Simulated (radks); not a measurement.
Q: The mean radii <r> (bohr) of the occupied orbitals of an atom or ion are listed with their occupations. Calculated with a radial shooting solver on a logarithmic mesh with Libxc functionals: non-relativistic Kohn-Sham, LDA (Slater exchange, Perdew-Wang correlation), spin-unpolarised, spherical densities, point nucleus.

| orbital | occ. | <r> |
|---|---|---|
| 1s | 2 | 0.02449 |
| 2s | 2 | 0.1043 |
| 2p | 6 | 0.08848 |
| 3s | 2 | 0.2672 |
| 3p | 6 | 0.2564 |
| 3d | 10 | 0.2271 |
| 4s | 2 | 0.5425 |
| 4p | 3 | 0.5427 |

Name the element and its charge.

A: Z = 62, samarium, charge +29: Sm29+ in [Ar] 3d10 4s2 4p3. The 1s radius gives Z: for a bare nucleus <r> = 1.5/Z, 0.02419 bohr for Z = 62, and screening makes it slightly larger (0.02449 here). The occupations add up to 33, and the charge is Z minus that.
